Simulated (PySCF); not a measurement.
Compound: CrBr2 (quintet state).
Cartesian coordinates in Å at the PBE0-D3(BJ)/def2-SVP level; atoms count from 1:
```xyz
3
CrBr2 angstrom
Cr    -0.0001   -0.0001    0.0000
Br    -0.0250   -0.0312    2.3374
Br     0.0252    0.0313   -2.3374
```

The calculation used PBE0-D3(BJ)/def2-SVP geometry optimisation, gas phase in PySCF 2.14.0.

Take the most abundant isotopes and a rigid rotor. 

(1) What are the moment of inertia and the rotational constant?

## Answers

(1) I = 862.598 u·Å², B = 505379 MHz·u·Å²/I = 585.9 MHz (0.0195 cm⁻¹, or 0.028 K as hB/k).

If the electronic state has orbital angular momentum about the axis (Π, Δ; not determined here), the simple ladder of levels BJ(J+1) doesn't apply.

Whether it is a minimum is left open (no frequencies). ⟨S²⟩ = 6.099 (exact for a quintet: 6.00). Zero-point vibration and centrifugal distortion are left out.

Caution for open-shell metal species: one SCF solution and one stationary point were followed, and a lower state or a bent or distorted shape isn't ruled out.

***

Compound: NO (doublet state).
SMILES: `[N]=O`

The geometry is computed with GFN2-xTB (gas phase). This method treats the open shell by occupation alone, without spin polarisation.

Masses are those of the commonest isotopes; rigid-rotor values at the optimised geometry. 

(1) What are the moment of inertia and the rotational constant?

## Answers

(1) I = 9.968 u·Å², B = 505379 MHz·u·Å²/I = 50699 MHz (1.6912 cm⁻¹, or 2.433 K as hB/k). For two atoms I = μr² with μ = 7.4664 u and r = 1.1554 Å.

If the electronic state has orbital angular momentum about the axis (Π, Δ; not determined here), the simple ladder of levels BJ(J+1) doesn't apply.

No GFN2-xTB frequencies stand behind this structure, so it isn't proved a minimum. Zero-point vibration and centrifugal distortion are left out.
